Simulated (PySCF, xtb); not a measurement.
ClCuH2O, SMILES [OH2]->[Cu][Cl], multiplicity 1.

xtb with GFN2-xTB at its own geometry gives an orbital gap of 7.56 eV and a dipole moment of 9.60 D.

Geometry: B3LYP-D3(BJ)/def2-TZVP. The multiplicity is an assumed one; other spin states were not compared.

What does CAM-B3LYP/def2-TZVPD run with PySCF give? (Estimate from the structure and the level; the computed values follow.)

gap 7.19 eV (levels -8.24 and -1.05 eV), dipole 8.59 D.
